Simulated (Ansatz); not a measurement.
This geometry of FH$_{5}$W (7 atoms, charge 0, multiplicity 1) is a first-order saddle point.

Method: RKS BLYP/def2-SVP (Ansatz 0.2.0).

```xyz
7
Properties=species:S:1:pos:R:3
W -0.070 -0.297 0.119
H 0.798 -0.169 1.572
H 1.271 0.716 0.152
H -0.165 1.477 0.181
H -1.616 0.425 0.144
F -0.115 -2.211 0.053
H 0.798 -0.070 -1.321
```

(1) Which two structures does it join? (They come from a converged band through this point; their orientation in space is the band's.)

(2) How far does it lie above each of them?

Answers

(1) No bond is made or broken.  The two ends are copies of one structure, up to a mirror image or an exchange of like atoms.

First end point:

```xyz
7
Properties=species:S:1:pos:R:3
W 0.078 -0.250 0.078
H 0.428 0.057 1.714
H 1.714 0.057 0.428
H -0.818 0.885 -0.818
H -1.137 0.568 0.943
F -0.308 -2.015 -0.308
H 0.943 0.568 -1.137
```

Last end point:

```xyz
7
Properties=species:S:1:pos:R:3
W 0.078 -0.250 0.078
H 0.429 0.058 1.714
H 1.714 0.057 0.428
H -1.136 0.569 0.943
H -0.819 0.884 -0.819
F -0.309 -2.015 -0.308
H 0.943 0.568 -1.137
```

(2) 29.1 kcal/mol above the first and 29.1 kcal/mol above the second. This is the barrier of this one path; another mechanism may lie lower.

The run took 5.6 min on 1 thread of Arm Neoverse V2, with other jobs on the host, peak memory 0.13 GiB.
